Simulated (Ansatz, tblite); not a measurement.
Removing and adding an electron: Pb₃S₈. The state is a singlet with charge 0. Geometry: PBE-D4/def2-SVP. Ansatz, gas phase; energy differences of separate SCF runs; the oxidised species was run as a doublet alone; the reduced species was run as a doublet alone.

Cartesian coordinates in Å:
```
Pb 1.104 0.091 1.391
Pb -2.423 0.455 -0.064
Pb -0.343 -2.526 -1.547
S -0.659 0.034 -2.549
S -1.693 1.880 2.447
S 1.084 0.955 -1.730
S 2.599 -0.410 -2.205
S -0.533 2.311 0.609
S -0.997 -1.607 0.895
S 2.265 -1.999 -0.897
S -0.404 0.815 3.650
```

In the def2 sets Pb takes a core potential; there is no spin–orbit coupling. The xTB rows come from tblite. HOMO above LUMO, or a gap near zero within one spin, warns that the state may not be the lowest or that an electron is smeared out. The structure comes from a short search, and lower isomers may exist.

```
          level  −HOMO (eV)  vertical IE (eV)  −LUMO (eV)  vertical EA (eV)  HOMO–LUMO gap (eV)  IE − EA (eV)                                                                                                               remarks
       GFN2-xTB        9.60             11.86        8.24              6.32                1.36          5.55                                                                                                                     –
PBE-D4/def2-SVP        4.68              6.89        3.00              1.17                1.68          5.72  HOMO above zero (-1 doublet), gap within one spin near zero (+1 doublet), gap within one spin near zero (-1 doublet)
```

**Question.** Estimate the rows for GFN1-xTB, PBE0-D4/def2-SVP.

**Answer.** 
```tsv
level	−HOMO (eV)	vertical IE (eV)	−LUMO (eV)	vertical EA (eV)	HOMO–LUMO gap (eV)	IE − EA (eV)	remarks
GFN1-xTB	8.50	11.04	6.44	4.12	2.06	6.91	–
PBE0-D4/def2-SVP	5.71	7.20	2.36	1.10	3.35	6.09	HOMO above zero (-1 doublet)
```

Relaxing the reduced species (PBE-D4/def2-SVP) changes its energy by -1.01 eV at PBE-D4/def2-SVP, so the adiabatic electron affinity to this nearest minimum is 2.18 eV. On the way the bond S4–S6 breaks. At PBE0-D4/def2-SVP it is 2.24 eV.     A HOMO above zero means that the electron is unbound at that level or that self-interaction error raises the level; the energy of removing that electron tells which. Raw xTB energy differences between charge states are shifted by several eV; the methods need an empirical correction for them. Sets without diffuse functions give affinities that are too small.
